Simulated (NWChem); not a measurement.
System: CH3BeBr; SMILES [CH3][Be][Br]

Input file for NWChem:

```
start job
memory heap 200 mb stack 900 mb global 1100 mb
geometry units angstroms noautosym nocenter noautoz
  Be    -0.000100    -1.120062     0.000614
  Br     0.000837     0.850650     0.000176
  C     -0.000373    -2.797475    -0.000982
  H     -0.761403    -3.206606    -0.679064
  H     -0.206383    -3.209701     0.995888
  H      0.966698    -3.207161    -0.322317
end
basis spherical
  * library def2-svpd
end
dft
  xc xpbe96 cpbe96
  iterations 150
end
tddft
  nroots 8
  notriplet
end
task tddft energy
```

NWChem printed, in part:

```
             Northwest Computational Chemistry Package (NWChem) 7.3.0
             --------------------------------------------------------

                             Geometry "geometry" -> ""
                             -------------------------

 Output coordinates in angstroms (scale by  1.889725989 to convert to a.u.)

  No.       Tag          Charge          X              Y              Z
 ---- ---------------- ---------- -------------- -------------- --------------
    1 Be                   4.0000    -0.00010000    -1.12006200     0.00061400
    2 Br                  35.0000     0.00083700     0.85065000     0.00017600
    3 C                    6.0000    -0.00037300    -2.79747500    -0.00098200
    4 H                    1.0000    -0.76140300    -3.20660600    -0.67906400
    5 H                    1.0000    -0.20638300    -3.20970100     0.99588800
    6 H                    1.0000     0.96669800    -3.20716100    -0.32231700

 Effective nuclear repulsion energy (a.u.)     101.2103536235

  pbe96 is a nonlocal functional; adding pw91lda local functional.

                                 NWChem DFT Module
                                 -----------------

 Summary of "ao basis" -> "ao basis" (spherical)
 ------------------------------------------------------------------------------
       Tag                 Description            Shells   Functions and Types
 ---------------- ------------------------------  ------  ---------------------
 Be                        def2-svpd                 6       12   3s3p
 Br                        def2-svpd                15       41   6s5p4d
 C                         def2-svpd                 8       20   4s2p2d
 H                         def2-svpd                 4        8   2s2p

            General Information
            -------------------
          SCF calculation type: DFT
          Wavefunction type:  closed shell.
          No. of atoms     :     6
          No. of electrons :    48
           Alpha electrons :    24
            Beta electrons :    24
          Charge           :     0
          Spin multiplicity:     1
          Use of symmetry is: off; symmetry adaption is: off
          Maximum number of iterations: 150
          AO basis - number of functions:    97
                     number of shells:    41
          Convergence on energy requested:  1.00D-06
          Convergence on density requested:  1.00D-05
          Convergence on gradient requested:  5.00D-04

              XC Information
              --------------
          PerdewBurkeErnzerhof Exchange Functional  1.000
            Perdew 1991 LDA Correlation Functional  1.000 local
           PerdewBurkeErnz. Correlation Functional  1.000 non-local

             Grid Information
             ----------------
          Grid used for XC integration:  medium
          Radial quadrature: Mura-Knowles
          Angular quadrature: Lebedev.
          Tag              B.-S. Rad. Rad. Pts. Rad. Cut. Ang. Pts.
          ---              ---------- --------- --------- ---------
          Be                  1.05       49          12.0       434
          Br                  1.15      112          12.0       590
          C                   0.70       49          13.0       434
          H                   0.35       45          13.0       434
          Grid pruning is: on
          Number of quadrature shells:   345
          Spatial weights used:  Erf1

      Superposition of Atomic Density Guess
      -------------------------------------

 Sum of atomic energies:       -2625.76490972

      Non-variational initial energy
      ------------------------------

 Total energy =   -2626.854978
 1-e energy   =   -3852.961207
 2-e energy   =    1124.895876
 HOMO         =      -0.400540
 LUMO         =       0.003884

   convergence    iter        energy       DeltaE   RMS-Dens  Diis-err
 ---------------- ----- ----------------- --------- --------- ---------
 d= 0,ls=0.0,diis     1  -2628.0146580447 -2.73D+03  1.36D-02  3.83D-01
 d= 0,ls=0.0,diis     2  -2628.0193875791 -4.73D-03  7.52D-03  2.77D-01
 d= 0,ls=0.0,diis     3  -2628.0460982427 -2.67D-02  2.48D-03  4.29D-02
 d= 0,ls=0.0,diis     4  -2628.0526589308 -6.56D-03  4.39D-04  8.62D-04
 d= 0,ls=0.0,diis     5  -2628.0527863402 -1.27D-04  1.23D-04  2.14D-04
  Resetting Diis
 d= 0,ls=0.0,diis     6  -2628.0528174317 -3.11D-05  1.89D-05  1.33D-06
 d= 0,ls=0.0,diis     7  -2628.0528176225 -1.91D-07  9.42D-06  4.56D-08

         Total DFT energy =    -2628.052817622544
      One electron energy =    -3855.459549529230
           Coulomb energy =     1226.437215543530
    Exchange-Corr. energy =     -100.240837260378
 Nuclear repulsion energy =      101.210353623535

 Numeric. integr. density =       47.999995997883

                       DFT Final Molecular Orbital Analysis
                       ------------------------------------

 Vector   22  Occ=2.000000D+00  E=-2.795468D-01
              MO Center= -2.4D-04, -2.4D+00, -7.9D-04, r^2= 1.7D+00
   Bfn.  Coefficient  Atom+Function         Bfn.  Coefficient  Atom+Function
  ----- ------------  ---------------      ----- ------------  ---------------
    59      0.470231  3 C  py                 5      0.374801  1 Be py
     2      0.361053  1 Be s                 57     -0.257466  3 C  s
    62      0.172957  3 C  py                 1     -0.140005  1 Be s
    26      0.121757  2 Br py                74     -0.114906  4 H  s
    82     -0.114446  5 H  s                 90     -0.114949  6 H  s

 Vector   23  Occ=2.000000D+00  E=-2.770737D-01
              MO Center=  4.1D-04,  6.9D-01,  3.2D-03, r^2= 1.8D+00
   Bfn.  Coefficient  Atom+Function         Bfn.  Coefficient  Atom+Function
  ----- ------------  ---------------      ----- ------------  ---------------
    30      0.532312  2 Br pz                27      0.504868  2 Br pz
    24     -0.333727  2 Br pz                28     -0.139246  2 Br px
    25     -0.132067  2 Br px                 6     -0.128641  1 Be pz
    21      0.108542  2 Br pz                22      0.087298  2 Br px
    33      0.064766  2 Br pz                63     -0.049338  3 C  pz

 Vector   24  Occ=2.000000D+00  E=-2.770720D-01
              MO Center=  1.0D-03,  6.9D-01, -2.6D-03, r^2= 1.8D+00
   Bfn.  Coefficient  Atom+Function         Bfn.  Coefficient  Atom+Function
  ----- ------------  ---------------      ----- ------------  ---------------
    28      0.532322  2 Br px                25      0.504868  2 Br px
    22     -0.333727  2 Br px                30      0.139248  2 Br pz
    27      0.132066  2 Br pz                 4     -0.128631  1 Be px
    19      0.108542  2 Br px                24     -0.087298  2 Br pz
    31      0.064770  2 Br px                61     -0.049399  3 C  px

[...]

                                NWChem TDDFT Module
                                -------------------

            General Information
            -------------------
           No. of orbitals :     194
            Alpha orbitals :      97
             Beta orbitals :      97
        Alpha frozen cores :       0
         Beta frozen cores :       0
     Alpha frozen virtuals :       0
      Beta frozen virtuals :       0
         Spin multiplicity :       1
    Number of AO functions :      97
        Use of symmetry is : off
      Symmetry adaption is : off
         Schwarz screening :  0.10D-07

              XC Information
              --------------
   PerdewBurkeErnzerhof Exchange Functional   1.00
     Perdew 1991 LDA Correlation Functional   1.00 local
    PerdewBurkeErnz. Correlation Functional   1.00 non-local

             TDDFT Information
             -----------------
          Calculation type : TDDFT
         Wavefunction type : Restricted singlets
          No. of electrons :      48
           Alpha electrons :      24
            Beta electrons :      24
              No. of roots :       8
          Max subspacesize :    5600
            Max iterations :     100
               Target root :       1
           Target symmetry : none
      Symmetry restriction : off
                 Algorithm : Optimal
        Davidson threshold :  0.10D-03

    8 smallest eigenvalue differences (eV)
--------------------------------------------------------
  No. Spin  Occ  Vir  Irrep   E(Occ)    E(Vir)   E(Diff)
--------------------------------------------------------
    1    1   24   25 a        -0.277    -0.036     6.547
    2    1   23   25 a        -0.277    -0.036     6.547
    3    1   24   26 a        -0.277    -0.036     6.548
    4    1   23   26 a        -0.277    -0.036     6.548
    5    1   22   25 a        -0.280    -0.036     6.615
    6    1   22   26 a        -0.280    -0.036     6.615
    7    1   24   27 a        -0.277    -0.026     6.830
    8    1   23   27 a        -0.277    -0.026     6.830
--------------------------------------------------------

  Entering Davidson iterations
  Restricted singlet excited states

  Iter   NTrls   NConv    DeltaV     DeltaE      Time
  ----  ------  ------  ---------  ---------  ---------
    1      8       0     0.27E+00   0.10+100        9.5
    2     16       1     0.14E+00   0.23E-01       10.2
    3     30       1     0.63E-01   0.27E-01       10.8
    4     44       1     0.20E-01   0.20E-02       14.8
    5     58       1     0.89E-02   0.18E-03       14.4
    6     72       1     0.43E-02   0.43E-04        8.3
    7     86       1     0.19E-02   0.86E-05       10.6
    8    100       3     0.93E-03   0.13E-05        9.9
    9    110       6     0.44E-03   0.24E-06       10.1
   10    114       7     0.19E-03   0.46E-07        8.6
   11    116       8     0.78E-04   0.62E-08        7.0
  ----  ------  ------  ---------  ---------  ---------
  Convergence criterion met

  Ground state a       -2628.052817622544 a.u.

  ----------------------------------------------------------------------------
  Root   1 singlet a              0.240626127 a.u.                6.5478 eV
  ----------------------------------------------------------------------------
     Transition Moments    X -0.00144   Y  0.00000   Z -0.00039
     Dipole Oscillator Strength                    0.0000003577
     Electric Quadrupole                           0.0000000000
     Magnetic Dipole                               0.0000000015
     Total Oscillator Strength                     0.0000003592

     Occ.   23  a   ---  Virt.   26  a    0.69953 X
     Occ.   24  a   ---  Virt.   25  a   -0.71227 X
  ----------------------------------------------------------------------------
  Root   2 singlet a              0.241928501 a.u.                6.5832 eV
  ----------------------------------------------------------------------------
     Transition Moments    X -0.00018   Y  0.00047   Z  0.00147
     Dipole Oscillator Strength                    0.0000003892
     Electric Quadrupole                           0.0000000135
     Magnetic Dipole                               0.0000000025
     Total Oscillator Strength                     0.0000004052

     Occ.   23  a   ---  Virt.   25  a   -0.70653 X
     Occ.   24  a   ---  Virt.   26  a    0.70617 X
  ----------------------------------------------------------------------------
  Root   3 singlet a              0.241929701 a.u.                6.5832 eV
  ----------------------------------------------------------------------------
     Transition Moments    X -0.00535   Y  0.00004   Z -0.00091
     Dipole Oscillator Strength                    0.0000047454
     Electric Quadrupole                           0.0000000136
     Magnetic Dipole                               0.0000000021
     Total Oscillator Strength                     0.0000047611

     Occ.   23  a   ---  Virt.   26  a   -0.71278 X
     Occ.   24  a   ---  Virt.   25  a   -0.70004 X
  ----------------------------------------------------------------------------
  Root   4 singlet a              0.249662673 a.u.                6.7937 eV
  ----------------------------------------------------------------------------
     Transition Moments    X -0.01563   Y  0.00341   Z  0.07890
     Dipole Oscillator Strength                    0.0010787973
     Electric Quadrupole                           0.0000003575
     Magnetic Dipole                               0.0000036843
     Total Oscillator Strength                     0.0010828392

     Occ.   21  a   ---  Virt.   25  a    0.06364 X
     Occ.   22  a   ---  Virt.   25  a    0.87444 X
     Occ.   23  a   ---  Virt.   27  a    0.47071 X
  ----------------------------------------------------------------------------
  Root   5 singlet a              0.249679929 a.u.                6.7941 eV
  ----------------------------------------------------------------------------
     Transition Moments    X  0.07730   Y -0.00028   Z  0.01533
     Dipole Oscillator Strength                    0.0010338680
     Electric Quadrupole                           0.0000003575
     Magnetic Dipole                               0.0000036818
     Total Oscillator Strength                     0.0010379073

     Occ.   21  a   ---  Virt.   26  a    0.06363 X
     Occ.   22  a   ---  Virt.   26  a    0.87349 X
     Occ.   24  a   ---  Virt.   27  a    0.47274 X
  ----------------------------------------------------------------------------
  Root   6 singlet a              0.254948395 a.u.                6.9375 eV
  ----------------------------------------------------------------------------
     Transition Moments    X  0.11417   Y -0.00105   Z -0.63777
     Dipole Oscillator Strength                    0.0713499951
     Electric Quadrupole                           0.0000000016
     Magnetic Dipole                               0.0000003045
     Total Oscillator Strength                     0.0713503013

     Occ.   21  a   ---  Virt.   25  a   -0.07949 X
     Occ.   22  a   ---  Virt.   25  a   -0.45997 X
     Occ.   23  a   ---  Virt.   27  a    0.87610 X
     Occ.   23  a   ---  Virt.   28  a   -0.05919 X
     Occ.   24  a   ---  Virt.   27  a    0.06910 X
  ----------------------------------------------------------------------------
  Root   7 singlet a              0.254954552 a.u.                6.9377 eV
  ----------------------------------------------------------------------------
     Transition Moments    X  0.63792   Y -0.00037   Z  0.11418
     Dipole Oscillator Strength                    0.0713830485
     Electric Quadrupole                           0.0000000017
     Magnetic Dipole                               0.0000003099
     Total Oscillator Strength                     0.0713833601

     Occ.   21  a   ---  Virt.   26  a    0.07972 X
     Occ.   22  a   ---  Virt.   26  a    0.46207 X
     Occ.   23  a   ---  Virt.   27  a    0.06905 X
     Occ.   24  a   ---  Virt.   27  a   -0.87503 X
     Occ.   24  a   ---  Virt.   28  a    0.05923 X
  ----------------------------------------------------------------------------
  Root   8 singlet a              0.260826245 a.u.                7.0974 eV
  ----------------------------------------------------------------------------
     Transition Moments    X -0.00098   Y -0.43537   Z  0.00281
     Dipole Oscillator Strength                    0.0329611956
     Electric Quadrupole                           0.0000010196
     Magnetic Dipole                               0.0000000000
     Total Oscillator Strength                     0.0329622152

     Occ.   22  a   ---  Virt.   27  a    0.92445 X
     Occ.   23  a   ---  Virt.   25  a   -0.25283 X
     Occ.   24  a   ---  Virt.   26  a   -0.25325 X

              Target root =      1
          Target symmetry = none
      Ground state energy =  -2628.052817622544
        Excitation energy =      0.240626127482
     Excited state energy =  -2627.812191495063

  stored tddft:energy   -2627.8121914950625
```

Level: PBE/def2-SVPD, full TDDFT. The geometry was optimised at B3LYP/6-31G* (spherical d).
